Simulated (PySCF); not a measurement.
C$_{2}$HCl$_{3}$, charge +1, doublet, at a GFN2-xTB geometry (a state made from the parent by changing its charge; the spin is typed, not shown lowest). Base run: WB97X/6-31G** in PySCF.

Geometry (Å):
```xyz
6

Cl     2.1515     0.6300    -0.0256
C      0.9885    -0.5451    -0.0344
C     -0.3741    -0.2729     0.0000
Cl    -0.9711     1.3017     0.0545
Cl    -1.4749    -1.5500    -0.0128
H      1.3215    -1.5806    -0.0690
```
Charge +1, spin multiplicity 2.
Orbitals are unrestricted.
All else is at PySCF's defaults.
Base energy -1456.94547 Eh.

The base run was repeated with changes; each row names its change, and settings that it needs were set with it.

```json
[
 {"change": "base", "ΔE vs base (µEh)": "0.0", "grid points": "94688", "electrons on the grid": "63.00001"},
 {"change": "grids.level = 2", "ΔE vs base (µEh)": "90.4", "grid points": "63032", "electrons on the grid": "63.00001"},
 {"change": "grids.becke_scheme = stratmann", "ΔE vs base (µEh)": "3.4", "grid points": "94688", "electrons on the grid": "63.00001"},
 {"change": "grids.prune = dft.gen_grid.treutler_prune", "ΔE vs base (µEh)": "14.9", "grid points": "88352", "electrons on the grid": "63.00001"},
 {"change": "grids.prune = dft.gen_grid.sg1_prune", "ΔE vs base (µEh)": "-119", "grid points": "36408", "electrons on the grid": "62.99984"},
 {"change": "grids.level = 5", "ΔE vs base (µEh)": "14.9", "grid points": "238640", "electrons on the grid": "63.00000"},
 {"change": "grids.level = 1", "ΔE vs base (µEh)": "-687", "grid points": "31784", "electrons on the grid": "63.00000"},
 {"change": "grids.radi_method = gauss_chebyshev", "ΔE vs base (µEh)": "-31.9", "grid points": "92384", "electrons on the grid": "63.00001"},
 {"change": "grids.level = 7", "ΔE vs base (µEh)": "15.1", "grid points": "479200", "electrons on the grid": "63.00000"},
 {"change": "grids.level = 4", "ΔE vs base (µEh)": "15.0", "grid points": "159000", "electrons on the grid": "63.00000"},
 {"change": "grids.atom_grid = (99, 590)", "ΔE vs base (µEh)": "14.4", "grid points": "185424", "electrons on the grid": "63.00000"}
]
```

Open shells are given as the SCF converged; they aren't shown to be the lowest states, and a large step between rows can be another state.
